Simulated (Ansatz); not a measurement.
GeH8OSi2 (`[SiH3]O[SiH2][GeH3]`) at its PBE0-D4/def2-TZVP geometry, where that method's forces vanish. Total charge 0; spin multiplicity 1.

```xyz
12

Si    1.9714   -1.5025   -0.3582
O     0.6484   -0.5554   -0.1899
Si   -0.0877    0.5956    0.7152
Ge   -2.1738    1.1392   -0.2879
H     2.1134   -2.3973    0.8204
H     1.8037   -2.3164   -1.5859
H     3.1912   -0.6613   -0.4776
H    -0.2961    0.0904    2.1010
H     0.7789    1.8046    0.7953
H    -1.9732    1.6784   -1.7139
H    -3.0869   -0.0960   -0.3600
H    -2.8892    2.2207    0.5413
```

**Question.** What forces (eV/Å) does B3LYP-D4/def2-TZVPP give on these atoms in the Gaussian-basis code of Ansatz? (Best estimate.)

**Answer.** Ansatz gave: 
```
Si1  0.163 -0.141 -0.052
O2  -0.019 -0.010 -0.029
Si3  0.032  0.122  0.188
Ge4 -0.047  0.011 -0.025
H5  -0.005  0.056 -0.075
H6   0.018  0.049  0.080
H7  -0.075 -0.055  0.009
H8   0.019  0.032 -0.080
H9  -0.048 -0.074  0.001
H10 -0.009  0.005 -0.012
H11 -0.014 -0.004 -0.005
H12 -0.016  0.009 -0.001
```

B3LYP here is the variant with VWN-RPA as its local correlation; programs differ in this.
